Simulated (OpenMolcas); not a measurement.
## BSiH3OF2 (SMILES FB(F)O[SiH3]): the vertical energy of the triplet above the singlet, rung by rung

BSiH3OF2: 8 atoms, total charge 0, spin state singlet. As SMILES, `FB(F)O[SiH3]`. The shape is that of a PBE0-D4/def2-TZVP optimisation.

```xyz
8

F     1.6446   -1.9362    1.0918
B     0.5857   -1.2617    0.6877
F    -0.6077   -1.7939    0.9224
O     0.7266   -0.0844    0.0648
Si   -0.3451    1.0149   -0.5682
H    -1.2346    1.5176    0.5061
H     0.4695    2.1165   -1.1249
H    -1.1469    0.3700   -1.6355
```

Quantity: the vertical energy of the triplet above the singlet, in eV. The values are calculated.

```json
{"level": "SVWN5/cc-pVDZ", "kind": "LDA", "program": "OpenMolcas", "value (eV)": "7.13", "CPU time (all runs)": "69 s"}
{"level": "BLYP/cc-pVDZ", "kind": "GGA", "program": "OpenMolcas", "value (eV)": "7.32", "CPU time (all runs)": "2 min"}
{"level": "PBE/cc-pVDZ", "kind": "GGA", "program": "OpenMolcas", "value (eV)": "7.22", "CPU time (all runs)": "1.9 min"}
{"level": "revPBE/cc-pVDZ", "kind": "GGA", "program": "OpenMolcas", "value (eV)": "7.23", "CPU time (all runs)": "99 s"}
{"level": "TPSS/cc-pVDZ", "kind": "meta-GGA", "program": "OpenMolcas", "value (eV)": "7.48", "CPU time (all runs)": "2.9 min"}
{"level": "r2SCAN/cc-pVDZ", "kind": "meta-GGA", "program": "OpenMolcas", "value (eV)": "7.50", "CPU time (all runs)": "2.2 min"}
{"level": "M06-2X/cc-pVDZ", "kind": "hybrid meta-GGA", "program": "OpenMolcas", "value (eV)": "8.15", "CPU time (all runs)": "2.2 min"}
{"level": "PBE0/cc-pVDZ", "kind": "global hybrid", "program": "OpenMolcas", "value (eV)": "7.69", "CPU time (all runs)": "1.8 min"}
```

The values span 7.13 to 8.15 eV. A triplet this far above the singlet is often a Rydberg-like or dissociative state; sets without diffuse functions put Rydberg states too high. The upper state's dipole differs much between rows, so they may not all be the same state. CPU times are rough (shared hosts, several kinds of processor and program).
